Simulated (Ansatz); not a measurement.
Reaction (atomization): `[SiH3][SiH]1OC1(Cl)Cl` → C• + 2 Cl• + 4 H• + O• + 2 Si•

Isolated molecules relaxed with PBE0-D4/def2-TZVP in Ansatz; ΔE leaves out vibrations. CCSD(T)/CBS is the MP2 limit (def2-TZVPP, def2-QZVPP) plus CCSD(T) − MP2 in def2-TZVPP, frozen cores. This one scheme is used for every species, atoms too. For atomizations the MP2-based limit and the directly extrapolated one differ by several kJ/mol either way, and by 10 to 25 for some Ge, Se and Sn compounds, so smaller differences from it don't rank the levels. DFT in def2-TZVPP. B3LYP here is the variant with VWN-RPA as its local correlation; programs differ in this. HSE06 is defined as in plane-wave codes. Open shells (•) are unrestricted, without spin–orbit coupling. Spin–orbit coupling would lower the free atoms: a little for C, Cl, O, Si.

`[SiH3][SiH]1OC1(Cl)Cl`:

Cartesian coordinates in Å:
```
Si 0.476 -1.575 0.918
Si -0.471 0.498 0.423
O 0.585 1.686 -0.185
C -0.272 1.283 -1.212
Cl -1.332 2.563 -1.789
Cl 0.556 0.502 -2.556
H 1.408 -1.950 -0.171
H 1.196 -1.477 2.214
H -0.624 -2.566 1.040
H -1.523 1.037 1.318
```

| level | ΔE (kJ/mol) | difference from CCSD(T)/CBS |
| --- | --- | --- |
| LDA (SPW92) | 3719.6 | 550.1 |
| PBE-D4 | 3254.2 | 84.7 |
| revPBE-D4 | 3168.0 | -1.5 |
| r2SCAN-D4 | 3196.3 | 26.8 |
| B97M-V | 3197.5 | 28.0 |
| PBE0-D4 | 3173.2 | 3.7 |
| B3LYP-D4 | 3140.2 | -29.3 |
| r2SCANh-D4 | 3164.3 | -5.2 |
| r2SCAN0-D4 | 3119.1 | -50.4 |
| BHLYP-D4 | 3024.8 | -144.7 |
| ωB97X-V | 3196.8 | 27.3 |
| ωB97M-V | 3180.1 | 10.6 |
| B2PLYP | 3101.2 | -68.3 |
| PBE-QIDH | 3141.3 | -28.2 |
| PBE | 3221.9 | 52.4 |
| revPBE | 3080.9 | -88.6 |
| BLYP | 3079.2 | -90.3 |
| r2SCAN | 3188.5 | 19.0 |
| PBE0 | 3145.5 | -24.0 |
| B3LYP | 3087.3 | -82.2 |
| r2SCANh | 3155.9 | -13.6 |
| r2SCAN0 | 3109.7 | -59.8 |
| HSE06 | 3150.1 | -19.4 |
| BHLYP | 2980.9 | -188.6 |
| CAM-B3LYP | 3121.9 | -47.6 |
| LC-ωPBE | 3137.8 | -31.7 |
| HF/def2-SVP | 2101.0 | -1068.5 |
| MP2/def2-SVP | 2954.8 | -214.7 |
| CCSD/def2-SVP | 2838.0 | -331.5 |
| CCSD(T)/def2-SVP | 2891.2 | -278.3 |
| HF/def2-TZVPP | 2143.0 | -1026.5 |
| MP2/def2-TZVPP | 3141.6 | -27.9 |
| SCS-MP2/def2-TZVPP | 3103.1 | -66.4 |
| CCSD/def2-TZVPP | 2981.3 | -188.2 |
| CCSD(T)/def2-TZVPP | 3055.2 | -114.3 |
| HF/def2-QZVPP | 2150.4 | -1019.1 |
| MP2/def2-QZVPP | 3209.7 | 40.2 |
| SCS-MP2/def2-QZVPP | 3176.8 | 7.3 |
| HF/CBS(def2) | 2151.5 | -1018.0 |
| CCSD/CBS(def2) | 3095.5 | -74.0 |
| CCSD(T)/CBS | 3169.5 | 0 |

(1) What do rigid-rotor, harmonic-oscillator terms from PBE0-D4/def2-TZVP frequencies (298.15 K, 1 bar) make of the CCSD(T)/CBS value? (Estimate.)

Largest T1 diagnostic among the species: 0.015.

Results:

(1) Ansatz gave: ΔZPE = -119.1 kJ/mol, ΔH = +3087.3 kJ/mol, ΔS = 1061 J/(mol·K), ΔG = +2771.0 kJ/mol. Open shells count their whole term as degenerate.

At CCSD(T), def2-SVP lies −278.3 kJ/mol from the extrapolated value and def2-TZVPP −114.3 kJ/mol: correlation converges slowly with the basis, and small sets miss more of it in the bonded molecule than in its fragments. In def2-TZVPP, CCSD(T) changes the Hartree–Fock value by +912.2 kJ/mol (the triples alone add +74.0 kJ/mol) and MP2 by +998.6 kJ/mol; breaking electron pairs costs correlation energy, which Hartree–Fock lacks.
